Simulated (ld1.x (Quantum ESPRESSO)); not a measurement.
**S: TM pseudisation with LDA (PZ), scalar-relativistic reference atom.**

S (Z = 16), norm-conserving Troullier–Martins (Kleinman–Bylander form), made with ld1.x (Quantum ESPRESSO) 7.5 (LDA (PZ), scalar-relativistic). Core [Ne], reference 3s2 3p4. Waves: 3p (bound): rc 1.60 bohr; 3d channel at 0.3 Ry: rc 1.55 bohr; 3s (bound): rc 1.30 bohr. Local part: the s channel. Core correction: none.

All-electron outer shells of the reference configuration (LDA (PZ), scalar-relativistic, ld1.x):

```tsv
shell	level (eV)	outermost node (bohr)	outermost maximum (bohr)
2s	-210.79	0.13	0.39
2p	-156.52	–	0.33
3s	-17.28	0.60	1.40
3p	-7.11	0.58	1.59
```

(1) Estimate the cutoffs (Ry, on a coarse ladder) from which the occupation-weighted sum of valence levels, in a spherical-Bessel basis at the reference potential, stays within 10 and 1 mRy of its value at 400 Ry.

(2) Does the potential have ghost states?

(3) Which valence shell sets the plane-wave cutoff?

(4) Tests: 3s2 3p3; 3s2 3p2; 3s2 3p1; 3s2 3p4.3; 3s1 3p5; 3s2 3p0; 3s0 3p6. Which has the largest error in its energy relative to the reference configuration, and how large is it?

Results:

(1) 40 Ry and 60 Ry.

(2) No extra level below or beside the all-electron valence levels (p, d, s, f tested).

(3) 3s: its level needs 55 Ry to come within 1 mRy, against 25 Ry for 3p.

(4) 3s2 3p0, with +365 meV (all-electron minus pseudo) on +115.38 eV.
